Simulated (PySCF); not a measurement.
## Ga+ (gallium, charge +1) across methods

[Ar] 3d10 4s1 4p1, high-spin 3P determinant (an excited configuration). All numbers are calculated (PySCF 2.14, a scalar-relativistic core potential, in aug-cc-pwCVDZ-PP with ECP10MDF).

| method | E (hartree) | mean ε 3d β (eV) | mean ε 4s α (eV) | mean ε 4p α (eV) | Σ⟨r²⟩ (bohr²) | ⟨S²⟩ |
| --- | --- | --- | --- | --- | --- | --- |
| LDA | -258.5571 | -29.487 | -18.327 | -10.627 | 26.84 | 2.001 |
| wB97X | -259.0193 | -34.978 | -21.509 | -13.641 | 26.85 | 2.001 |
| r2SCAN0 | -258.8838 | -32.765 | -19.568 | -11.862 | 26.59 | 2.002 |
| r2SCAN | -258.8934 | -29.471 | -18.467 | -10.944 | 26.59 | 2.002 |
| PW91 | -259.1009 | -29.345 | -18.135 | -10.672 | 26.86 | 2.001 |
| revPBE | -259.0613 | -29.171 | -17.945 | -10.610 | 26.92 | 2.001 |
| UHF | -257.91814 | -41.580 | -22.262 | -14.328 | 27.08 | 2.001 |
| PBE0 | -258.9661 | -32.587 | -19.230 | -11.641 | 26.83 | 2.001 |

(1) Estimate the same row for PBE.

Energies and moments cover only the electrons outside the core potential.

Results:

(1) E (hartree) = -258.9993; mean ε 3d β (eV) = -29.255; mean ε 4s α (eV) = -18.032; mean ε 4p α (eV) = -10.619; Σ⟨r²⟩ (bohr²) = 26.93; ⟨S²⟩ = 2.001.
